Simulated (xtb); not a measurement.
Ge(I)(OMe) (CH3GeIO), SMILES C[O][Ge][I] (connectivity only; charge and spin as stated), neutral, multiplicity 1. All values are semi-empirical tight-binding results from xtb (GFN2-xTB unless named), good for trends rather than for accurate numbers. Geometry: GFN2-xTB. The structure was generated by enumeration; whether it is a known compound was not checked. The values are those of a single conformer.

Optimised geometry:

Bonded distances (Å): Ge1–I2 2.592, Ge1–O3 1.736, O3–C4 1.408, C4–H5 1.094, C4–H6 1.092, C4–H7 1.092. Bond angles (°): I2–Ge1–O3 102.4, Ge1–O3–C4 146.5, O3–C4–H5 111.0, O3–C4–H6 109.0, O3–C4–H7 109.0, H5–C4–H6 109.3, H5–C4–H7 109.3, H6–C4–H7 109.2.
Charge 0, spin multiplicity 1.

For metal compounds this method's bond lengths and energies can be far off.

Computed properties:
- point group as xtb finds it: Cs
- orbital gap: 4.02 eV
- zero-point energy: 25.5 kcal/mol
- G − E(el) at 298.15 K (modified RRHO): 4.7 kcal/mol

Computed atomic charges and the Wiberg bond orders between heavy atoms:
charges (e) Ge1 0.40, I2 -0.21, O3 -0.38, C4 0.05, H5 0.05, H6 0.04, H7 0.04. Bond orders Ge1–I2 1.20, Ge1–O3 1.30, O3–C4 0.96.
